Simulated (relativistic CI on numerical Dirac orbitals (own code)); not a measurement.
Sc+ in a cubic cluster: L2,3 absorption with charge transfer

Computed with a charge-transfer multiplet model of a cubic metal-ligand cluster with up to one ligand hole, Slater and spin-orbit integrals from Dirac-Coulomb-Breit ions, Slater integrals scaled by 0.8. The ground state mixes d2 with configurations of k ligand holes L, whose averages lie at kΔ + k(k − 1)U_dd/2; a core hole lowers each added d electron by U_cd. 20 K, Lorentzian 0.4 eV and Gaussian 0.3 eV FWHM.

Atomic integrals in eV (Slater integrals scaled, ζ unscaled), ground: F2dd 4.710, F4dd 2.885, zeta_d 0.005; with the core hole: F2dd 5.665, F4dd 3.487, zeta_d 0.011, zeta_core 3.011, F2cd 2.887, G1cd 1.958, G3cd 1.107.

Cluster parameters (eV): Δ = 10.7, U_cd = 6.1, 10Dq = 0.65, 10Dq(ligand) = 1.6, V(eg) = 2.5, V(t2g) = -1.26, final-state hopping factor = 1.

```csv
Case,n_d,d2,d3L,S
U_dd = 3.1 eV,2.16,0.84,0.16,1.00
U_dd = 3.8 eV,2.16,0.84,0.16,1.00
U_dd = 5.2 eV,2.16,0.84,0.16,1.00
```

Weights, n_d and S are thermal averages at 20 K. Photon energies count from the first peak over 30 % of the highest in each spectrum, which can be another peak from case to case. The parameters are a model scan and need not match a compound or its usual spin state. Peaks in eV (height, largest 100):
- U_dd = 3.1 eV: -2.3 (11), 0.0 (100), 2.0 (26), 3.9 (52), 4.5 (54), 4.9 (49)
- U_dd = 3.8 eV: -2.2 (11), 0.0 (100), 2.1 (26), 3.9 (52), 4.5 (54), 5.0 (49)
- U_dd = 5.2 eV: -2.2 (11), 0.0 (100), 2.0 (26), 3.9 (51), 4.5 (53), 4.9 (49)

For the case U_dd = 5.2 eV, Δ = 10.7 eV is larger than U_dd = 5.2 eV, the Mott-Hubbard side of the Zaanen-Sawatzky-Allen scheme. With the core hole the configuration with one ligand hole lies at Δ + U_dd − U_cd = 7.7, 8.4, 9.8 eV from the one without, in the order of the table; where this is negative the screened configuration lies lower.

With at most 1 ligand hole the space is cut while the next configuration still counts, so covalency is underestimated, and a final configuration with one more ligand hole, which can lie low, is missing from the spectra.
